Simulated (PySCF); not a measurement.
**GaO⁻: frontier orbitals**

PBE0 at R = 1.715 Å; basis Ga def2-TZVPPD, O def2-TZVPPD; no relativity; PySCF 2.14. State: ¹Σ⁺ (singlet), closed shell. Only the outer orbitals are listed, counted within each symmetry.

```
orbital  occ.  ε (eV)  on Ga (%)           main shells (%)
     9σ     2   -3.99         60           60 Ga s, 38 O p
     4π     2   -1.31         15           85 O p, 12 Ga p
     4π     2   -1.31         15           85 O p, 12 Ga p
    10σ     2   -0.57         63  34 Ga s, 33 O p, 27 Ga p
     5π     0    4.23         72  43 Ga p, 29 Ga d, 28 O p
     5π     0    4.23         72  43 Ga p, 29 Ga d, 28 O p
```

Which are the highest filled and the lowest empty level, where do they sit, and how wide is the gap?

Highest filled 10σ at -0.57 eV (in %: 34 Ga s, 33 O p, 27 Ga p); lowest empty 5π at 4.23 eV (in %: 43 Ga p, 29 Ga d, 28 O p); the gap at PBE0 is 4.80 eV. An empty level above zero is unbound, and its energy depends on the basis.

| Property | Result |
| --- | --- |
| bond order (Mayer) | 1.67 |
| ⟨S²⟩ | 0.000 |
| charge on Ga (Mulliken, basis-dependent) | -0.29 |
| charge on Ga (Löwdin, basis-dependent) | -0.05 |
| dipole moment (positive dipole points towards O; it is taken about the centre of mass and depends on that origin) | -3.09 D |
| polarisability along the bond | 84.6 bohr³ |
| polarisability across the bond | 65.3 bohr³ |
